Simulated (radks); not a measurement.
Problem. Species: Eu XXVI. Configuration: [Kr] 4d2 (the NIST ground configuration). All-electron calculation, scalar-relativistic Kohn-Sham, r2SCAN, spin-polarised, spherical densities, finite nucleus; open shells are filled with parallel spins first (spin-orbit coupling, left out, can overturn this in heavy ions); meta-GGA in the generalised Kohn-Sham scheme; Fermi nuclear charge, rms radius 5.1115 fm. Program: a radial shooting solver on a logarithmic mesh with Libxc functionals. Some entries of the table are withheld. Estimate them.

orbital,occ.,eigenvalue (eV),<1/r> (bohr^-1)
1s down,1,-49239.59,70.21
1s up,1,-49239.59,70.21
2s up,1,-8778.493,16.30
2s down,1,-8776.089,16.30
2p up,3,-7906.485,15.24
2p down,3,-7904.644,15.24
3s up,1,-2540.333,6.027
3s down,1,-2539.724,6.027
3p up,3,-2267.308,5.673
3p down,3,-2266.452,5.673
3d up,5,-1906.920,5.380
3d down,5,-1905.156,5.379
4s up,1,-1050.766,2.744
4s down,1,-1044.411,2.742
4p up,3,(1),2.586
4p down,3,(2),2.585
4d up,2,-815.9818,(3)
4d down,0,-809.6218,(4)
5s up,0,-556.6726,1.530
5s down,0,-550.7724,1.536
5p up,0,(5),1.446
5p down,0,(6),1.448

Solution. 
(1) 4p up eigenvalue (eV): -951.8673
(2) 4p down eigenvalue (eV): -945.5431
(3) 4d up <1/r> (bohr^-1): 2.405
(4) 4d down <1/r> (bohr^-1): 2.406
(5) 5p up eigenvalue (eV): -514.1232
(6) 5p down eigenvalue (eV): -507.9190
